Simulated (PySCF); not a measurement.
C3H9B, charge +1, doublet, geometry from GFN2-xTB (a state made from the parent by changing its charge; the spin is typed, not shown lowest); PBE/6-31G in PySCF.

PySCF was given this input:
```python
from pyscf import gto, scf, dft

mol = gto.Mole()
mol.atom = '''
    B    -0.056476    0.055172   -0.053643
    C     1.514119   -0.137915   -0.226172
    H     2.027557   -0.855002    0.405588
    H     1.941044    0.848532   -0.034247
    H     1.655295   -0.431612   -1.268203
    C    -0.492035   -0.769523    1.236312
    H    -1.342356   -1.375379    0.917082
    H    -0.798085   -0.013843    1.962574
    H     0.233452   -1.419850    1.713489
    C    -0.976054    0.864609   -0.965494
    H    -1.853923    1.283592   -0.467070
    H    -1.363510    0.232707   -1.769887
    H    -0.493276    1.711972   -1.458981
'''
mol.basis = '6-31g'
mol.charge = 1
mol.spin = 1
mol.verbose = 4
mol.build()

mf = dft.UKS(mol)
mf.xc = 'pbe'
mf.diis = False
mf.damp = 0.3
mf.diis_start_cycle = 200
mf.max_cycle = 150
mf.kernel()
mf.analyze()
```

### Question
Predict the main parts of the log of this PySCF run.

### Answer

```
PySCF version 2.14.0

[INPUT] verbose = 4
[INPUT] num. atoms = 13
[INPUT] num. electrons = 31
[INPUT] charge = 1
[INPUT] spin (= nelec alpha-beta = 2S) = 1
[INPUT] symmetry False subgroup None
[INPUT] Mole.unit = angstrom
[INPUT] Symbol           X                Y                Z      unit          X                Y                Z       unit  Magmom
[...]
nuclear repulsion = 113.20569482692
number of shells = 38
number of NR pGTOs = 124
number of NR cGTOs = 54
basis = 6-31g
ecp = {}

******** <class 'pyscf.dft.uks.UKS'> ********
method = UKS
initial guess = minao
damping factor = 0.3
level_shift factor = 0
DIIS disabled
SCF conv_tol = 1e-09
SCF conv_tol_grad = None
SCF max_cycles = 150
direct_scf = True
direct_scf_tol = 1e-13
number electrons alpha = 16  beta = 15
XC library pyscf.dft.libxc version 7.1.2
    S. Lehtola, C. Steigemann, M. J. T. Oliveira, and M. A. L. Marques,  SoftwareX 7, 1–5 (2018)
XC functionals = pbe
    J. P. Perdew, K. Burke, and M. Ernzerhof,  Phys. Rev. Lett. 77, 3865 (1996)
    J. P. Perdew, K. Burke, and M. Ernzerhof,  Phys. Rev. Lett. 78, 1396 (1997)
    J. P. Perdew, K. Burke, and M. Ernzerhof,  Phys. Rev. Lett. 77, 3865 (1996)
    J. P. Perdew, K. Burke, and M. Ernzerhof,  Phys. Rev. Lett. 78, 1396 (1997)
radial grids:
    Treutler-Ahlrichs [JCP 102, 346 (1995); DOI:10.1063/1.469408] (M4) radial grids

becke partition: Becke, JCP 88, 2547 (1988); DOI:10.1063/1.454033
pruning grids: <function nwchem_prune>
grids dens level: 3
symmetrized grids: False
atomic radii adjust function: <function treutler_atomic_radii_adjust>
small_rho_cutoff = 0
Set gradient conv threshold to 3.16228e-05
tot grids = 144672
init E= -144.257179762516

cycle= 1 E= -143.940406565006  delta_E= 0.317  |g|= 0.32  |ddm|= 2.08
cycle= 2 E= -143.967455779851  delta_E= -0.027  |g|= 0.215  |ddm|= 0.451
cycle= 3 E= -143.978275460208  delta_E= -0.0108  |g|= 0.168  |ddm|= 0.354
cycle= 4 E= -143.97873579755  delta_E= -0.00046  |g|= 0.155  |ddm|= 0.321
cycle= 5 E= -143.980578597917  delta_E= -0.00184  |g|= 0.151  |ddm|= 0.322
cycle= 6 E= -143.975101453335  delta_E= 0.00548  |g|= 0.168  |ddm|= 0.342
cycle= 7 E= -143.976032357327  delta_E= -0.000931  |g|= 0.173  |ddm|= 0.371
cycle= 8 E= -143.964964722079  delta_E= 0.0111  |g|= 0.206  |ddm|= 0.409
cycle= 9 E= -143.966592005115  delta_E= -0.00163  |g|= 0.213  |ddm|= 0.454
cycle= 10 E= -143.94337867069  delta_E= 0.0232  |g|= 0.268  |ddm|= 0.513
cycle= 11 E= -143.947176219415  delta_E= -0.0038  |g|= 0.278  |ddm|= 0.586
[...]
SCF not converged.
Total Energy =                        -119.005231264894817
[...]
spin_pop of  5 C 3px      -0.00063
spin_pop of  5 C 3py      -0.00028
spin_pop of  5 C 3pz      -0.00020
spin_pop of  6 H 1s        0.00013
spin_pop of  6 H 2s        0.00004
spin_pop of  7 H 1s        0.00142
spin_pop of  7 H 2s        0.00002
spin_pop of  8 H 1s       -0.00062
spin_pop of  8 H 2s       -0.00029
spin_pop of  9 C 1s       -0.00000
spin_pop of  9 C 2s       -0.00001
spin_pop of  9 C 3s        0.00003
spin_pop of  9 C 2px       0.00000
spin_pop of  9 C 2py       0.00001
spin_pop of  9 C 2pz      -0.00001
spin_pop of  9 C 3px       0.00004
spin_pop of  9 C 3py       0.00001
spin_pop of  9 C 3pz      -0.00000
spin_pop of  10 H 1s       -0.00000
spin_pop of  10 H 2s        0.00001
spin_pop of  11 H 1s       -0.00000
spin_pop of  11 H 2s       -0.00000
spin_pop of  12 H 1s        0.00000
spin_pop of  12 H 2s        0.00003
 ** Mulliken Spin Density (per atom)  **
spin density of  0 B =      0.00120
spin density of  1 C =      0.11577
spin density of  2 H =      0.00487
spin density of  3 H =      0.80498
spin density of  4 H =      0.07433
spin density of  5 C =     -0.00197
spin density of  6 H =      0.00017
spin density of  7 H =      0.00145
spin density of  8 H =     -0.00090
spin density of  9 C =      0.00006
spin density of  10 H =      0.00001
spin density of  11 H =     -0.00000
spin density of  12 H =      0.00004
 ** Mulliken pop alpha/beta on meta-lowdin orthogonal AOs **
 ** Mulliken pop       alpha | beta **
In total            16.00000 | 15.00000
 ** Mulliken atomic charges   ( Nelec_alpha | Nelec_beta ) **
charge of  0B =      2.54638  (     1.22741      1.22621 )
charge of  1C =     -3.10628  (     4.61102      4.49526 )
charge of  2H =     -1.07949  (     1.04218      1.03731 )
charge of  3H =     -0.17334  (     0.98916      0.18418 )
charge of  4H =      0.60694  (     0.23369      0.15936 )
charge of  5C =     -3.37672  (     4.68737      4.68934 )
charge of  6H =      0.68841  (     0.15588      0.15571 )
charge of  7H =     -1.02296  (     1.01220      1.01076 )
charge of  8H =     -1.07612  (     1.03761      1.03851 )
charge of  9C =      3.99413  (     1.00297      1.00290 )
charge of  10H =      0.99958  (     0.00021      0.00021 )
charge of  11H =      0.99983  (     0.00009      0.00009 )
charge of  12H =      0.99965  (     0.00020      0.00016 )

WARN: System has nonzero charge 1; the dipole moment is origin-dependent.
Location of origin: [0. 0. 0.]

Dipole moment(X, Y, Z, Debye): -65.04586, 55.36672, -80.31674
```

Convergence was not reached.
